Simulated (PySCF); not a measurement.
**An excited-state table with gaps**

Species: C₆H₈ClFS.
SMILES: `C[C@@H]1CC(=S)[C@H](F)[C@@H]1Cl`

Computed with PySCF 2.14.0, density-fitted response routines, TDDFT wB97X-D/def2-SVPD, vertical, gas phase, core orbitals frozen in the response. Isolated species at its PBE0-D3(BJ)/def2-SVP geometry (one conformer only).

Lowest singlets, with some entries withheld (?).

| state | E (eV) | f | main configurations (H = HOMO, L = LUMO) |
| --- | --- | --- | --- |
| S1 | 2.42 | 0.0000 | H→L (99%) |
| S2 | 5.60 | 0.241 | H-1→L (95%) |
| S3 | 6.08 | 0.020 | H-2→L (39%), H-3→L (30%), H-4→L (20%) |
| S4 | ? | ? | ? |
| S5 | ? | ? | ? |
| S6 | 6.51 | 0.012 | H-4→L (49%), H-2→L (14%), H-3→L (13%) |

**Question.** Supply the missing values.

**Answer.** 
- S4: E = 6.28 eV; f = 0.0032; H-3→L (53%), H-2→L (44%)
- S5: E = 6.48 eV; f = 0.049; H→L+1 (59%), H→L+3 (25%)

**Question.** What is the mean static polarisability from the same response equations?

**Answer.** 103.0 au (15.26 Å³), with principal values 88.0, 95.8 and 125.2 au.

**Question.** How far apart are S2 and S6, in eV and cm⁻¹?

**Answer.** 6.507 − 5.597 = 0.910 eV, or about 7340 cm⁻¹.
